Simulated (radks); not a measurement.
Results of a calculation; reference values are marked as such.
Problem. All-electron atom: S2+ in [Ne] 3s1 3p3 (not the ground configuration). Level of theory: non-relativistic Kohn-Sham, TPSS, spin-polarised, spherical densities, point nucleus; open shells are filled with parallel spins first; meta-GGA in the generalised Kohn-Sham scheme (a radial shooting solver on a logarithmic mesh with Libxc functionals). Some entries of the table are withheld. Estimate them.

orbital  occ.  eigenvalue (hartree)  <r^2> (bohr^2)  <1/r> (bohr^-1)
1s up       1             -89.41226         0.01270              (1)
1s down     1             -89.38258         0.01270              (2)
2s up       1              -8.77270          0.2736            3.054
2s down     1              -8.74208          0.2727            3.052
2p up       3              -6.75527             (3)            2.956
2p down     3              -6.71645             (4)            2.956
3s up       1                   (5)           2.793           0.8739
3p up       3              -1.11319           3.456           0.7774

Solution. 
(1) 1s up <1/r> (bohr^-1): 15.57
(2) 1s down <1/r> (bohr^-1): 15.57
(3) 2p up <r^2> (bohr^2): 0.2447
(4) 2p down <r^2> (bohr^2): 0.2435
(5) 3s up eigenvalue (hartree): -1.54404
